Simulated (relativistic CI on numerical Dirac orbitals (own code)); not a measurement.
**Hf²⁺: 5d valence photoemission**

Computed with this model: Dirac-Coulomb-Breit CI, KLI orbitals optimised for each configuration, a model potential for QED, valence Slater integrals scaled by 0.7, multiplet model of photoemission in the sudden approximation; configurations [Xe] 4f14 5d2 → [Xe] 4f14 5d; 80 K; Lorentzian 0.42 eV and Gaussian 0.5 eV FWHM. Energies are those of the free ion, without screening or charge transfer. The energies are binding energies and can lie tens of eV above those of solids. S is read from ⟨S²⟩ = S(S + 1).

Field parameters in Wybourne normalisation: D4h B²₀ = −7Ds, B⁴₀ = 21(Dq − Dt), B⁴₄ = 21√(5/14) Dq. The field is a parameter set, without covalency.

free ion: ground-state S = 0.97, centroid 21.29 eV. Peaks (eV, height): 21.3 (100).

D4h, 10Dq = 17900, Ds = -1500, Dt = 500 cm⁻¹: ground-state S = 1.00, centroid 22.00 eV. Peaks (eV, height): 21.6 (99), 22.3 (100).

D4h, 10Dq = 17900, Ds = -600, Dt = 500 cm⁻¹: ground-state S = 0.99, centroid 21.95 eV. Peaks (eV, height): 21.9 (100).

D4h, 10Dq = 17900, Ds = 300, Dt = 500 cm⁻¹: ground-state S = 0.99, centroid 21.90 eV. Peaks (eV, height): 21.9 (100).

D4h, 10Dq = 17900, Ds = 2100, Dt = 500 cm⁻¹: ground-state S = 0.99, centroid 21.98 eV. Peaks (eV, height): 22.0 (100).

D4h, 10Dq = 17900, Ds = 3000, Dt = 500 cm⁻¹: ground-state S = 0.99, centroid 22.08 eV. Peaks (eV, height): 22.1 (100).

Strongest unbroadened transitions for D4h, 10Dq = 17900, Ds = 3000, Dt = 500 cm⁻¹:

| Energy (eV) | Relative strength |
| --- | --- |
| 21.96 | 2.1 |
| 21.99 | 100.0 |
| 22.16 | 2.1 |
| 22.19 | 66.1 |
| 22.92 | 0.0 |
| 22.95 | 0.5 |
| 23.40 | 0.1 |
| 25.14 | 0.0 |
| 25.17 | 0.4 |
